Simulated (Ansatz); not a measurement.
Basis-set extrapolation for CH₈OSSi₂ (`[SiH3]OCS[SiH3]`) (PBE0-D4/def2-TZVP geometry, frozen core, Ansatz 0.2.0). Multiplicity 1, RHF reference.

|  | def2-TZVPP | def2-QZVPP |
| --- | --- | --- |
| HF | -1092.911705 | -1092.947054 |
| MP2 correlation | -0.837762 | -0.902751 |
| CCSD(T) correlation | -0.938795 | not run |

Energies in hartree. Use E(X) = E(∞) + A·exp(−7.88·√X) for Hartree–Fock and E(X) = E(∞) + B·X^(−2.97) for correlation, with X = 3 and 4, and add CCSD(T) minus MP2 of the smaller set to the MP2 limit.

What is the CCSD(T) energy at the basis-set limit?

HF limit: -1092.947054 + (-0.035349) × 0.13774 = -1092.95192. MP2 limit: -0.902751 + (-0.064989) × 0.74074 = -0.95089. Higher-order term: -0.938795 − (-0.837762) = -0.10103. Total: -1094.00384 hartree, 96.2 kcal/mol below CCSD(T)/def2-TZVPP.
